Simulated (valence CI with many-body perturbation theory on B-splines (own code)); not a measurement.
## In36+: calculated level list

Method: valence CI with perturbative core correlation (CI+MBPT): three valence electrons over a frozen Dirac-Fock core [Ne], a basis of 11 s, 11 p, 10 d, 8 f, 5 g, 2 h functions for each j, with the one-electron correlation potential Σ1 (screened to all orders), the two-electron term Σ2, the three-electron term Σ3, Breit, model QED; selected single and double excitations, second order for the rest, scaled by the run's own slope (own B-spline code, finite nucleus).

The last digits are not significant, and no measured levels were compared; by estimate large intervals hold to a few tenths of a per cent, small ones and those within an open d or f shell to about a per cent.

Levels 91 to 135 of 154, with energies above the lowest level, (3s^2 3p1/2) J=1/2. "Leading %" is the weight of the configuration and term that name the level; weights of strongly mixed levels are sums over their largest components and can fall short. In the jj column 3d3/2^4 stands for four electrons in 3d with j = 3/2. Lifetimes count E1, E2, E3, M1 and M2 decay at the calculated energies, and are blank where another channel may lead or the interval is too uncertain; long ones can be off by a factor of two.

```
No.  Configuration  Term     J  E (Ry)  Leading %  Lifetime                Leading jj  Second component
 91         3p 3d2   4P°   1/2  40.466         47   7.94 ps  3p1/2 3d3/2 3d5/2 (99 %)   27 % 3p 3d2 2S°
 92         3p 3d2   4D°   3/2  40.555         34   4.22 ps      3p1/2 3d3/2^2 (51 %)   17 % 3p 3d2 2D°
 93         3p 3d2   4D°   7/2  41.250         49   5.24 ps      3p1/2 3d5/2^2 (56 %)   23 % 3p 3d2 4F°
 94         3p 3d2   4F°   5/2  41.290         34   3.57 ps  3p1/2 3d3/2 3d5/2 (90 %)   28 % 3p 3d2 4D°
 95         3p 3d2   2H°   9/2  41.572         46   12.8 ps      3p1/2 3d5/2^2 (70 %)   32 % 3p 3d2 4G°
 96         3p 3d2   4D°   3/2  41.684         36   3.66 ps  3p1/2 3d3/2 3d5/2 (79 %)   15 % 3p 3d2 2D°
 97         3p 3d2   2G°   7/2  41.775         50   5.93 ps  3p1/2 3d3/2 3d5/2 (51 %)   37 % 3p 3d2 2F°
 98         3p 3d2   2F°   5/2  41.833         39   8.70 ps      3p1/2 3d5/2^2 (84 %)   29 % 3p 3d2 4D°
 99         3p 3d2   4P°   3/2  41.959         38   5.79 ps      3p1/2 3d5/2^2 (87 %)   19 % 3p 3d2 2D°
100         3p 3d2   2P°   1/2  43.289         80   5.06 ps      3p1/2 3d5/2^2 (74 %)   14 % 3p 3d2 4D°
101         3p 3d2   4F°   3/2  43.551         31   2.52 ps      3p3/2 3d3/2^2 (90 %)   20 % 3p 3d2 2P°
102         3p 3d2   4G°  11/2  43.688         94   7.92 ps      3p3/2 3d5/2^2 (58 %)    6 % 3p 3d2 2H°
103         3p 3d2   4F°   9/2  43.766         41   4.18 ps  3p3/2 3d3/2 3d5/2 (90 %)   36 % 3p 3d2 4G°
104         3p 3d2   4F°   5/2  43.806         40   2.64 ps      3p3/2 3d3/2^2 (67 %)   22 % 3p 3d2 4D°
105         3p 3d2   4F°   7/2  43.848         53   3.63 ps  3p3/2 3d3/2 3d5/2 (84 %)   20 % 3p 3d2 2F°
106         3p 3d2   4D°   1/2  43.936         75   2.50 ps      3p3/2 3d3/2^2 (89 %)   16 % 3p 3d2 2P°
107         3p 3d2   2F°   7/2  43.992         49   3.09 ps      3p3/2 3d3/2^2 (48 %)   20 % 3p 3d2 4D°
108         3p 3d2   4D°   5/2  44.280         45   4.34 ps  3p3/2 3d3/2 3d5/2 (81 %)   20 % 3p 3d2 2D°
109         3p 3d2   4D°   3/2  44.390         66   2.78 ps  3p3/2 3d3/2 3d5/2 (70 %)   19 % 3p 3d2 2D°
110         3p 3d2   2S°   1/2  44.404         48   3.30 ps  3p3/2 3d3/2 3d5/2 (92 %)   35 % 3p 3d2 4P°
111         3p 3d2   4D°   7/2  44.597         77   4.31 ps  3p3/2 3d3/2 3d5/2 (61 %)   17 % 3p 3d2 2F°
112         3p 3d2   2F°   5/2  44.701         57   3.47 ps  3p3/2 3d3/2 3d5/2 (68 %)   15 % 3p 3d2 4D°
113         3p 3d2   4S°   3/2  44.883         51   2.39 ps  3p3/2 3d3/2 3d5/2 (52 %)   29 % 3p 3d2 4P°
114         3p 3d2   4P°   5/2  44.920         42   3.92 ps      3p3/2 3d5/2^2 (51 %)   26 % 3p 3d2 2D°
115         3p 3d2   2G°   9/2  45.078         53   5.00 ps      3p3/2 3d5/2^2 (80 %)   27 % 3p 3d2 4F°
116         3p 3d2   2H°  11/2  45.146         94   7.52 ps  3p3/2 3d3/2 3d5/2 (58 %)    6 % 3p 3d2 4G°
117         3p 3d2   2G°   7/2  45.244         46   3.65 ps  3p3/2 3d3/2 3d5/2 (42 %)   15 % 3p 3d2 4D°
118         3p 3d2   2D°   3/2  45.576         50   2.85 ps  3p3/2 3d3/2 3d5/2 (78 %)   34 % 3p 3d2 2P°
119         3p 3d2   2F°   7/2  45.671         60   3.49 ps  3p3/2 3d3/2 3d5/2 (46 %)   17 % 3p 3d2 2G°
120         3p 3d2   2P°   1/2  45.802         84   3.27 ps      3p3/2 3d5/2^2 (73 %)    8 % 3p 3d2 4D°
121         3p 3d2   2D°   5/2  45.927         78   2.64 ps  3p3/2 3d3/2 3d5/2 (57 %)   10 % 3p 3d2 2F°
122         3p 3d2   2G°   9/2  46.093         84   3.12 ps  3p3/2 3d3/2 3d5/2 (76 %)   11 % 3p 3d2 4F°
123         3p 3d2   2F°   5/2  46.445         90   3.20 ps  3p3/2 3d3/2 3d5/2 (87 %)    5 % 3p 3d2 2D°
124         3p 3d2   2D°   3/2  46.571         65   2.39 ps  3p3/2 3d3/2 3d5/2 (63 %)   13 % 3p 3d2 2P°
125         3p 3d2   2P°   3/2  46.918         82   4.47 ps      3p3/2 3d5/2^2 (88 %)    8 % 3p 3d2 2D°
126         3p 3d2   2F°   7/2  46.956         53   3.32 ps      3p3/2 3d5/2^2 (75 %)   40 % 3p 3d2 2G°
127         3p 3d2   2D°   5/2  47.125         79   3.26 ps      3p3/2 3d5/2^2 (73 %)    6 % 3p 3d2 2F°
128         3p 3d2   2P°   1/2  47.210         93   2.45 ps  3p3/2 3d3/2 3d5/2 (72 %)    4 % 3p 3d2 4D°
129         3p 3d2   2P°   3/2  47.953         66   2.56 ps      3p3/2 3d5/2^2 (73 %)   20 % 3p 3d2 2D°
130            3d3    4F   3/2  53.255         79   2.39 ps            3d3/2^3 (77 %)       17 % 3d3 2D
131            3d3    4F   5/2  53.740         94   2.80 ps      3d3/2^2 3d5/2 (92 %)        6 % 3d3 2D
132            3d3    4F   7/2  54.058         75   3.09 ps      3d3/2^2 3d5/2 (66 %)       21 % 3d3 2G
133            3d3    2G   9/2  54.190         39   3.34 ps      3d3/2^2 3d5/2 (84 %)       38 % 3d3 4F
134            3d3    4P   3/2  54.285         48   2.46 ps      3d3/2^2 3d5/2 (82 %)       31 % 3d3 2P
135            3d3    4P   1/2  54.450         73   2.51 ps      3d3/2^2 3d5/2 (95 %)       27 % 3d3 2P
```
